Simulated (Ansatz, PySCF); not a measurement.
Reaction (SMILES): [SiH3]O[SiH3] + 2 [H][H] (H2) -> O (H2O) + 2 [SiH4] (SiH4)
Structures are relaxed separately at B3LYP-D3(BJ)/def2-TZVP in Ansatz (a quantum-chemistry and plane-wave program). Frequencies are from Ansatz or PySCF.
Geometry of the first species:
```xyz
9

Si     1.5118     0.1910     0.4197
O      0.0885    -0.0525    -0.3506
Si    -1.5428    -0.1727    -0.2969
H      1.5185     1.5233     1.0684
H      1.7159    -0.8506     1.4536
H      2.5993     0.1196    -0.5787
H     -2.0337    -0.4553    -1.6621
H     -2.1310     1.0969     0.1908
H     -1.9430    -1.2713     0.6133
```
Charge 0, spin multiplicity 1.

Wanted: energy of full hydrogenation (enthalpy at 298 K, with B3LYP-D3(BJ) rigid-rotor harmonic-oscillator terms), in kcal/mol. Correlated levels leave the core frozen unless marked. Spin-orbit coupling is left out. No relativistic terms. Basis-set limits of correlation are two-point, X^-3; Hartree-Fock from the larger set.

CCSD(T)/CBS(cc-pV(T+d)Z,cc-pV(Q+d)Z) (Ansatz) gives 40.3 kcal/mol.

### Question
Another calculation gave 35.7 kcal/mol. Which level was it?
A) PBE/def2-TZVPD (Ansatz)
B) PBE-QIDH/def2-TZVPD (Ansatz)
C) wB97X/def2-TZVPD (Ansatz)

### Answer
C, wB97X/def2-TZVPD (Ansatz). The others give 38.5 (PBE-QIDH), 32.4 (PBE) kcal/mol.
